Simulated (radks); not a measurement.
Question: All-electron atom: Hg III in [Xe] 4f14 5d10. Calculated with a radial shooting solver on a logarithmic mesh with Libxc functionals: scalar-relativistic Kohn-Sham, PBE, spin-polarised, spherical densities, finite nucleus; Fermi nuclear charge, rms radius 5.4648 fm. Some entries of the table are withheld. Estimate them.

| orbital | occ. | eigenvalue (eV) | <1/r> (bohr^-1) | r(max) (bohr) |
|---|---|---|---|---|
| 1s | 2 | (1) | 97.53 | 0.01023 |
| 2s | 2 | -14754.61 | 22.88 | 0.05915 |
| 2p | 6 | -12730.44 | 20.28 | 0.04906 |
| 3s | 2 | -3515.997 | 8.484 | 0.1668 |
| 3p | 6 | -2930.827 | 7.721 | (2) |
| 3d | 10 | (3) | 7.259 | 0.1355 |
| 4s | 2 | -787.9765 | 3.642 | 0.3757 |
| 4p | 6 | -596.0369 | 3.285 | 0.3958 |
| 4d | 10 | -367.9282 | 2.947 | 0.4028 |
| 5s | 2 | -137.3066 | 1.504 | (4) |
| 4f | 14 | -115.0657 | (5) | 0.3666 |
| 5p | 6 | -85.7887 | 1.278 | 0.9286 |
| 5d | 10 | -28.7826 | 0.9088 | (6) |

Answer: 
(1) 1s eigenvalue (eV): -83155.02
(2) 3p r(max) (bohr): 0.1664
(3) 3d eigenvalue (eV): -2313.926
(4) 5s r(max) (bohr): 0.8279
(5) 4f <1/r> (bohr^-1): 2.534
(6) 5d r(max) (bohr): 1.160
